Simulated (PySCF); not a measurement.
# What a mistake does to a calculation on B2H4NSi cation

All numbers below are calculated, not measured. They come from PySCF 2.14.0, an open-source quantum chemistry program, on an isolated molecule that a program drew, which may never have been made. The molecule is B2H4NSi cation (charge +1, singlet), drawn as the SMILES string `[BH+]N=[SiH]B`.

Each row is a Hartree-Fock (HF) and frozen-core CCSD(T) single point in the cc-pV(D+d)Z basis, meant for a local HF minimum. Run 1 is clean. Each other run has one planted mistake out of seven kinds, and not every kind appears here: one electron removed, one electron added, multiplicity raised by two, geometry at a saddle point, minimal basis STO-3G, one bond length entered in bohr, all coordinates scaled. The reference is restricted for singlets and unrestricted otherwise, and also for a bond in bohr. Adding or removing an electron swaps singlet and doublet. Electrons count all cores. HOMO and LUMO are orbital energies over both spins, the gradient is its largest component, and the lowest frequency (negative if imaginary) is given only where the gradient is small. Bond lengths are over the 7 bonds as drawn. T1 is the CCSD diagnostic: over 0.02 (restricted) or 0.045 (unrestricted) a single reference is doubtful.

Geometry of the clean run:
```xyz
8
B2H4NSi cation, angstrom
B    -2.6169    1.3830   -1.2046
N    -2.0307    0.4009   -0.6567
Si   -1.3088   -0.8592    0.0707
B     0.4400   -1.6166   -0.6286
H    -3.1544    2.2885   -1.7121
H    -1.9880   -1.4093    1.2475
H     1.4617   -1.1702   -0.2121
H     0.4005   -2.4864   -1.4399
```

```
run,electrons,basis functions,<S^2>,HOMO (eV),LUMO (eV),gradient (hartree/bohr),lowest frequency (cm^-1),mean bond (Å),longest bond (Å),T1,HF (hartree),CCSD(T) (hartree),mistake
1,34,85,0.000,-16.57,-4.48,3.0e-05,118,1.4196,2.030,0.0153,-394.83715,-395.27120,no fault
2,34,85,1.054,-14.16,-5.10,1.9e-02,-,1.5808,2.396,0.0324,-394.56226,-394.97773,one bond length entered in bohr
3,35,85,0.760,-5.87,0.56,6.8e-02,-,1.4196,2.030,0.0181,-395.01338,-395.47529,one electron added
4,34,85,2.017,-12.95,-7.62,3.5e-02,-,1.4196,2.030,0.0234,-394.68846,-395.12326,multiplicity raised by two
5,34,85,0.000,-16.53,-5.50,1.3e-05,-169,1.4237,2.063,0.0152,-394.83303,-395.26722,geometry at a saddle point
6,34,28,0.000,-14.96,-1.90,4.9e-02,-,1.4196,2.030,0.0185,-390.23408,-390.45190,?
```

**Which mistake was planted in run 6, and what did it cost?**

It has 28 basis functions where the clean run has 85, with the same electrons and geometry. So the mistake is: minimal basis STO-3G. Subtracting run 1 and multiplying by 627.51 kcal/mol a hartree, the energy moved by 2888.5 kcal/mol in HF and 3024.2 kcal/mol in CCSD(T).

